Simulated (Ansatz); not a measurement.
Bond stretch in AlH, singlet.

- RKS-PBE = restricted PBE/aug-cc-pVTZ (Ansatz, an electronic-structure program)
- RKS-B3LYP = Ansatz with restricted B3LYP/aug-cc-pVTZ
- RKS-CAM-B3LYP = Ansatz with restricted CAM-B3LYP/aug-cc-pVTZ
- UKS-PBE = unrestricted PBE/aug-cc-pVTZ run with Ansatz
- UCCSD(T) = CCSD(T) on UHF/aug-cc-pVTZ, frozen core run with Ansatz
- UKS-CAM-B3LYP = Ansatz with unrestricted CAM-B3LYP/aug-cc-pVTZ
- UKS-B3LYP = unrestricted B3LYP/aug-cc-pVTZ run with Ansatz
- UCCSDT(Q) = CCSDT(Q) on UHF/aug-cc-pVTZ, frozen core (Ansatz)
- FCI = full CI/aug-cc-pVTZ, frozen core run with Ansatz

Cost and accuracy over the 23 points of the scan, with FCI as yardstick. Costs are rough ratios of core time within Ansatz on shared cores, each with its mean field (Kohn-Sham runs search longer for lower solutions than correlated ones do); the miss is the largest error against full CI of the curve after the mean shift, in kJ/mol.

Q: Which of them comes closest to FCI within 20 times the cost of the cheapest?

A: UKS-B3LYP, 5.9 kJ/mol off at most.

| level | relative cost | largest error |
|---|---|---|
| RKS-PBE | 1 | 58.0 |
| RKS-B3LYP | 1 | 86.7 |
| RKS-CAM-B3LYP | 1 | 141.3 |
| UKS-PBE | 4 | 12.7 |
| UCCSD(T) | 4 | 8.2 |
| UKS-CAM-B3LYP | 4 | 11.1 |
| UKS-B3LYP | 4 | 5.9 |
| UCCSDT(Q) | 50 | 0.6 |

Costs within a factor of two of each other count as equal.

The restricted form behind RKS-PBE, RKS-B3LYP, RKS-CAM-B3LYP keeps the bonding electrons paired and can't separate into open-shell fragments. The unrestricted determinant behind UKS-PBE is spin-contaminated at 3.33 to 6.61 Å (<S²> up to 1.0, against 0.00 for a pure singlet). The unrestricted determinant behind UCCSD(T), UCCSDT(Q) is spin-contaminated at 1.23 to 1.91, 2.51 to 6.61 Å (<S²> up to 1.0, against 0.00 for a pure singlet). The unrestricted determinant behind UKS-CAM-B3LYP, UKS-B3LYP is spin-contaminated at 2.98 to 6.61 Å (<S²> up to 1.0, against 0.00 for a pure singlet).
